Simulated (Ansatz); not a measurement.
`CS[SiH2]CF` → `CF` + `CS[SiH]` at 298.15 K and 1 bar (silylene formation by 1,1-elimination).

Program: Ansatz. Geometries: PBE0-D4/def2-TZVP. ΔE: electronic, gas phase. CBS: MP2 limit from def2 TZ/QZ plus the TZ coupled-cluster correction, frozen cores. This one scheme is used for every species. One conformer a species, not always the lowest.

```tsv
species	CCSD(T)/CBS energy (Eh)	H − E (kJ/mol)	S (J/(mol·K))
`CS[SiH2]CF`	-866.97507	249.8	369.5
`CF`	-139.63461	113.4	222.6
`CS[SiH]`	-727.28803	137.5	296.3
```

H − E and S are ideal-gas, rigid-rotor, harmonic terms from PBE0-D4/def2-TZVP, for one conformer and one mirror image of each species. 1 Eh = 2625.50 kJ/mol, R = 8.31446 J/(mol·K).

**Question.** By hand: ΔE, ΔH, ΔS and ΔG.

**Answer.** ΔE = (-139.63461) + (-727.28803) − (-866.97507) = 0.05243 Eh = 137.7 kJ/mol. Δ(H − E) = 113.4 + 137.5 − 249.8 = 1.1, so ΔH = 138.8 kJ/mol. ΔS = 222.6 + 296.3 − 369.5 = 149.4 J/(mol·K). ΔG = 138.8 − 298.15 × (149.4)/1000 = 94.3 kJ/mol.

**Question.** By hand: the equilibrium constant, and the temperature at which ΔG would vanish if ΔH and ΔS stayed fixed.

**Answer.** log₁₀ K = −ΔG/(RT ln 10) = -16.5. ΔG = 0 at ΔH/ΔS = 929 K.

The number of gas molecules changes by +1, which sets the sign of ΔS. A doubt of 5 kJ/mol in ΔE shifts log₁₀ K by 0.9 here. Other conformers and mirror images would add mixing entropy, several J/(mol·K) or more a flexible species. These are equilibria of isolated gas molecules and say nothing of rates. Largest T1 diagnostic: 0.016 (customary marks: 0.02 for closed shells, 0.045 for open ones).
